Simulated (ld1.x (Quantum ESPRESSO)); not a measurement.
## Before and after: TM potential for oxygen

oxygen (O), norm-conserving Troullier–Martins (Kleinman–Bylander form), made with ld1.x (Quantum ESPRESSO) 7.5 (LDA (PZ), non-relativistic). Core [He], reference 2s2 2p3 (charge +1). Waves: 2s (bound): rc 0.60 bohr; 2p (bound): rc 1.80 bohr; 3d channel at 0.15 Ry: rc 1.95 bohr. Local part: all-electron potential smoothed inside 0.75 bohr (lloc = -1). Core correction: a·sin(br)/r model core inside 0.60 bohr.

All-electron outer shells of the reference configuration (LDA (PZ), non-relativistic, ld1.x):

```
shell  level (eV)  outermost node (bohr)  outermost maximum (bohr)
   2s      -39.34                   0.28                      0.86
   2p      -24.60                      –                      0.78
```

Change: all radii but the core radius scaled by about 1.30 (s 0.78, p 2.34, d 2.52 bohr); local potential all-electron potential smoothed inside 0.98 bohr (lloc = -1).

Cutoffs: the cutoffs (Ry, on a coarse ladder) from which the occupation-weighted sum of valence levels, in a spherical-Bessel basis at the reference potential, stays within 10 and 1 mRy of its value at 400 Ry; they do not see the model core or the augmentation charge, which bear on the density cutoff. Errors are all-electron minus pseudo energies relative to the spin-unpolarised reference configuration.

Task: Predict the effect on cutoff, ghosts and configuration errors.

Result: Of the 9 tests that both files solve, the error grows in 9 and shrinks in 0 by more than 15 % and 0.3 meV (median size 100.2 → 173.3 meV); neither file shows a bound ghost. More of the atom is replaced by a form fitted at one configuration, so other configurations suffer.

| quantity | base | changed |
| --- | --- | --- |
| cutoff, loose | 200 Ry | 80 Ry |
| cutoff, tight | over 300 Ry | 200 Ry |
| loose cutoff by channel (10 mRy a level) | s 160 Ry, p 40 Ry | s 70 Ry, p 30 Ry |
| bound ghosts | none | none |
| error for 2s2 2p4, meV [ΔE -16.59 eV] | +42 | +131 |
| error for 2s2 2p2, meV [ΔE 33.72 eV] | +169 | +413 |
| error for 2s2 2p1, meV [ΔE 87.68 eV] | +1082 | +2402 |
| error for 2s2 2p3.5, meV [ΔE -10.22 eV] | +16 | +47 |
| error for 2s2 2p4.3, meV [ΔE -18.77 eV] | +53 | +173 |
| error for 2s1 2p5, meV [ΔE -2.06 eV] | +183 | +404 |
| error for 2s0 2p6, meV [ΔE 12.53 eV] | +360 | +646 |
| error for 2s2 2p3 (spin-polarised), meV [ΔE -4.01 eV] | +100 | -136 |
| error for 2s2 2p4 (spin-polarised), meV [ΔE -18.00 eV] | +84 | +106 |
